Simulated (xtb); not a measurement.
C6H17Si2, doublet, at a GFN2-xTB geometry, atoms displaced at random by about 0.05 Å a coordinate; GFN1-xTB run with xtb.

The xtb input:
```
$ xtb mol.xyz --gfn 1 --uhf 1 --opt loose --json

# file mol.xyz
25

C      1.77061126    -1.02892972    -1.57185148
Si     1.27414366    -0.21161682    -0.09292615
C      2.09775261     1.43185521     0.12103531
C      1.71021115    -1.31760915     1.41507601
Si    -1.01086989     0.27975618    -0.02100341
C     -1.92670299    -0.72199646     1.42121212
C     -1.40971930     2.08999727     0.23915855
C     -1.91942289    -0.39205582    -1.60529193
H      1.97164582    -0.50141520    -2.40156991
H      1.62087467    -2.17448697    -1.62388102
H      3.12618749     1.24689550     0.20256235
H      1.74992815     1.93374646     1.07016262
H      1.93380871     2.05675460    -0.65449862
H      1.31126629    -0.85253583     2.40135024
H      2.69116651    -1.54755342     1.48213615
H      1.05491634    -2.33707164     1.33159894
H     -2.96237794    -0.56741986     1.38561580
H     -1.89420670    -1.79840553     1.28637924
H     -1.59439371    -0.45039815     2.42936244
H     -2.49004935     2.29286803     0.21306727
H     -1.07895096     2.46488077     1.12634267
H     -1.04613281     2.63209691    -0.50572791
H     -3.11901401    -0.15343465    -1.67216285
H     -1.79408236    -1.47439855    -1.81998662
H     -1.58222860     0.08764276    -2.47962725
```

It wrote (shortened):

```
   ID    Z sym.   atoms
    1    6 C      1, 3, 4, 6-8
    2   14 Si     2, 5
    3    1 H      9-25

           -------------------------------------------------
          |                Calculation Setup                |
           -------------------------------------------------

           -------------------------------------------------
          |                 G F N 1 - x T B                 |
           -------------------------------------------------

          ...................................................
          :                      SETUP                      :
          :.................................................:
          :  # basis functions                  78          :
          :  # atomic orbitals                  76          :
          :  # shells                           52          :
          :  # electrons                        49          :
          :  # halogen bonds                     0          :
          :  max. iterations                   250          :
          :  Hamiltonian                  GFN1-xTB          :
          :  restarted?                      false          :
          :  GBSA solvation                  false          :
          :  PC potential                    false          :
          :  electronic temp.          300.0000000     K    :
          :  accuracy                    1.0000000          :
          :  -> integral cutoff          0.2500000E+02      :
          :  -> integral neglect         0.1000000E-07      :
          :  -> SCF convergence          0.1000000E-05 Eh   :
          :  -> wf. convergence          0.2000000E-04 e    :
          :  Broyden damping             0.4000000          :
          :  net charge                          0          :
          :  unpaired electrons                  1          :
          ...................................................

 iter      E             dE          RMSdq      gap      omega  full diag
   1    -25.8156746 -0.258157E+02  0.788E+00    3.80       0.0  T
   2    -25.8259607 -0.102861E-01  0.479E+00    3.76       1.0  T
   3    -25.8252526  0.708181E-03  0.405E-01    3.93       1.0  T
   4    -25.8265230 -0.127042E-02  0.152E-01    3.73       1.0  T
   5    -25.8272057 -0.682675E-03  0.404E-02    3.84       1.0  T
   6    -25.8272535 -0.478754E-04  0.106E-02    3.82       1.9  T
   7    -25.8272540 -0.472044E-06  0.257E-03    3.82       7.8  T
   8    -25.8272540 -0.498237E-07  0.757E-04    3.82      26.4  T
   9    -25.8272541 -0.638676E-08  0.223E-04    3.82      89.5  T
  10    -25.8272541 -0.586532E-09  0.702E-05    3.82     284.8  T
  11    -25.8272541 -0.468283E-10  0.115E-05    3.82    1737.2  T

   *** convergence criteria satisfied after 11 iterations ***

         :::::::::::::::::::::::::::::::::::::::::::::::::::::
         ::                     SUMMARY                     ::
         :::::::::::::::::::::::::::::::::::::::::::::::::::::
         :: total energy             -25.415357308373 Eh    ::
         :: gradient norm              0.270085890936 Eh/a0 ::
         :: HOMO-LUMO gap              3.818151403765 eV    ::
         ::.................................................::
         :: SCC energy               -25.827254056689 Eh    ::
         :: -> electrostatic           0.005378571422 Eh    ::
         :: repulsion energy           0.424425140901 Eh    ::
         :: dispersion energy         -0.012528392585 Eh    ::
         :: halogen bond corr.         0.000000000000 Eh    ::
         :: add. restraining           0.000000000000 Eh    ::
         :: total charge              -0.000000000000 e     ::
         :::::::::::::::::::::::::::::::::::::::::::::::::::::

      -----------------------------------------------------------
     |                   =====================                   |
     |                        A N C O P T                        |
     |                   =====================                   |
     |               Approximate Normal Coordinate               |
     |                Rational Function Optimizer                |
      -----------------------------------------------------------
      -----------------------------------------------------------
     |                   =====================                   |
     |                        A N C O P T                        |
     |                   =====================                   |
     |               Approximate Normal Coordinate               |
     |                Rational Function Optimizer                |
      -----------------------------------------------------------

          ...................................................
          :                      SETUP                      :
          :.................................................:
          :   optimization level             loose          :
          :   max. optcycles                   200          :
          :   ANC micro-cycles                  20          :
          :   degrees of freedom                69          :
          :.................................................:
          :   RF solver                   davidson          :
          :   write xtbopt.log                true          :
          :   linear?                        false          :
          :   energy convergence         0.5000000E-04 Eh   :
          :   grad. convergence          0.4000000E-02 Eh/α :
          :   maxmium RF displ.          1.0000000          :
          :   Hlow (freq-cutoff)         0.1000000E-01      :
          :   Hmax (freq-cutoff)         5.0000000          :
          :   S6 in model hess.         20.0000000          :
          ...................................................

generating ANC from exact Hessian ...
Using Lindh-Hessian (1995)
 Shifting diagonal of input Hessian by    1.0071434455728771E-002
 Lowest  eigenvalues of input Hessian
[...]
 * total energy  :   -25.4153573 Eh     change       -0.5719869E-12 Eh
 * total energy  :   -25.4695514 Eh     change       -0.5419406E-01 Eh
 * total energy  :   -25.4787163 Eh     change       -0.9164927E-02 Eh
 * total energy  :   -25.4797968 Eh     change       -0.1080471E-02 Eh
 * total energy  :   -25.4800043 Eh     change       -0.2075079E-03 Eh
 * total energy  :   -25.4800625 Eh     change       -0.5824295E-04 Eh
 * total energy  :   -25.4801007 Eh     change       -0.3814483E-04 Eh
   *** GEOMETRY OPTIMIZATION CONVERGED AFTER 7 ITERATIONS ***
         :: total energy             -25.480100663534 Eh    ::
[...]
       ...           ...                  ...                  ...
        13        2.0000           -0.5051883             -13.7469
        14        2.0000           -0.5051017             -13.7445
        15        2.0000           -0.5044804             -13.7276
        16        2.0000           -0.5011229             -13.6362
        17        2.0000           -0.4975946             -13.5402
        18        2.0000           -0.4959216             -13.4947
        19        2.0000           -0.4907254             -13.3533
        20        2.0000           -0.4379523             -11.9173
        21        2.0000           -0.4357726             -11.8580
        22        2.0000           -0.4325291             -11.7697
        23        2.0000           -0.4273593             -11.6290
        24        2.0000           -0.3977415             -10.8231
        25        1.0000           -0.3546715              -9.6511 (HOMO)
        26                         -0.2145718              -5.8388 (LUMO)
        27                         -0.2034235              -5.5354
        28                         -0.1418536              -3.8600
        29                         -0.1328134              -3.6140
        30                         -0.1233534              -3.3566
        31                         -0.1196165              -3.2549
        32                         -0.1150941              -3.1319
        33                         -0.1148699              -3.1258
        34                         -0.0985685              -2.6822
        35                         -0.0966839              -2.6309
        36                         -0.0864371              -2.3521
       ...                                ...                  ...
        76                          1.3303064              36.1995
      -------------------------------------------------------------
                  HL-Gap            0.1400996 Eh            3.8123 eV
             Fermi-level           -0.3304141 Eh           -8.9910 eV

  Mulliken/CM5 charges         n(s)   n(p)   n(d)
     1C    -0.19180 -0.24694   1.081  3.111  0.000
     2Si    0.15978  0.00830   1.279  1.862  0.699
     3C    -0.18804 -0.29842   1.012  3.176  0.000
     4C    -0.18759 -0.29767   1.012  3.175  0.000
     5Si    0.22216  0.07324   1.325  1.797  0.656
     6C    -0.19353 -0.30411   1.013  3.180  0.000
     7C    -0.19353 -0.30408   1.013  3.180  0.000
     8C    -0.19446 -0.30428   1.013  3.181  0.000
     9H     0.04168  0.09527   0.958  0.000  0.000
    10H     0.04166  0.09535   0.958  0.000  0.000
    11H     0.04678  0.10007   0.953  0.000  0.000
    12H     0.04088  0.09431   0.959  0.000  0.000
    13H     0.04316  0.09659   0.957  0.000  0.000
    14H     0.04105  0.09448   0.959  0.000  0.000
    15H     0.04672  0.09992   0.953  0.000  0.000
    16H     0.04300  0.09629   0.957  0.000  0.000
    17H     0.04837  0.10175   0.952  0.000  0.000
    18H     0.04671  0.10007   0.953  0.000  0.000
    19H     0.04579  0.09909   0.954  0.000  0.000
    20H     0.04825  0.10147   0.952  0.000  0.000
    21H     0.04589  0.09929   0.954  0.000  0.000
    22H     0.04675  0.10014   0.953  0.000  0.000
    23H     0.04661  0.09974   0.953  0.000  0.000
    24H     0.04685  0.10003   0.953  0.000  0.000
    25H     0.04688  0.10012   0.953  0.000  0.000

Wiberg/Mayer (AO) data.
largest (>0.10) Wiberg bond orders for each atom

 ---------------------------------------------------------------------------
     #   Z sym  total        # sym  WBO       # sym  WBO       # sym  WBO
 ---------------------------------------------------------------------------
     1   6 C    3.566 --     2 Si   1.366     9 H    0.953    10 H    0.952
                             5 Si   0.146
     2  14 Si   4.610 --     1 C    1.366     4 C    0.998     3 C    0.998
                             5 Si   0.810
     3   6 C    3.954 --     2 Si   0.998    12 H    0.948    13 H    0.948
                            11 H    0.945
     4   6 C    3.954 --     2 Si   0.998    14 H    0.948    16 H    0.948
                            15 H    0.945
     5  14 Si   4.452 --     8 C    1.018     6 C    1.006     7 C    1.006
                             2 Si   0.810     1 C    0.146
     6   6 C    3.953 --     5 Si   1.006    19 H    0.947    18 H    0.946
                            17 H    0.941
     7   6 C    3.953 --     5 Si   1.006    21 H    0.946    22 H    0.946
                            20 H    0.941
     8   6 C    3.952 --     5 Si   1.018    25 H    0.945    24 H    0.945
                            23 H    0.942
     9   1 H    1.001 --     1 C    0.953
    10   1 H    1.001 --     1 C    0.952
    11   1 H    1.000 --     3 C    0.945
    12   1 H    1.000 --     3 C    0.948
    13   1 H    1.000 --     3 C    0.948
    14   1 H    1.000 --     4 C    0.948
    15   1 H    1.000 --     4 C    0.945
    16   1 H    1.000 --     4 C    0.948
    17   1 H    0.997 --     6 C    0.941
    18   1 H    0.999 --     6 C    0.946
    19   1 H    1.000 --     6 C    0.947
    20   1 H    0.997 --     7 C    0.941
    21   1 H    1.000 --     7 C    0.946
    22   1 H    1.000 --     7 C    0.946
    23   1 H    0.999 --     8 C    0.942
    24   1 H    1.000 --     8 C    0.945
    25   1 H    1.000 --     8 C    0.945
 ---------------------------------------------------------------------------

Topologies differ in total number of bonds
Writing topology from bond orders to xtbtopo.mol

 dipole moment from electron density (au)
     X       Y       Z
  -0.5280   0.2457   0.3317  total (Debye):    1.704

optimized geometry written to: xtbopt.xyz

           -------------------------------------------------
          | TOTAL ENERGY              -25.480100663534 Eh   |
          | GRADIENT NORM               0.002868190125 Eh/α |
          | HOMO-LUMO GAP               3.812305126815 eV   |
           -------------------------------------------------
```
